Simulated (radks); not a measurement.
Spherical quantum dot in the effective-mass picture: electrons in a parabolic well V = omega^2 r^2 / 2 with omega = 0.35, all in effective atomic units (hartree* = m*/eps^2 hartree, bohr* = eps/m* bohr), one dielectric constant everywhere. Method: non-relativistic Kohn-Sham, PBE, spin-polarised, spherical densities; computed with a radial shooting solver with Libxc functionals. Levels are named by radial order and angular momentum (1s, 1p, 1d, 2s, ...), and open shells are averaged over m. Results are scaled to m* = 0.156 and eps = 11.8, for which hartree* = 30.49 meV and bohr* = 4.003 nm.

N = 5, configuration 1s2 1p(up 3, down 0). This is the lowest configuration that the search found. Occupied and some empty levels:

level    occupation  eigenvalue (meV)  <r> (nm)
1s up             1            59.055     10.01
1s down           1            60.983     9.560
1p up             3            65.364     12.19
1p down           0            67.858     12.17
1d up             0            72.880     13.91
1d down           0            75.385     14.08
2s up             0            75.388     12.40
2s down           0            76.545     12.58
1f up             0            81.167     15.42
1f down           0            83.458     15.67

Energy (meV): total 205.514, kinetic 38.902, external 82.262, Hartree 121.68, exchange-correlation -37.328.
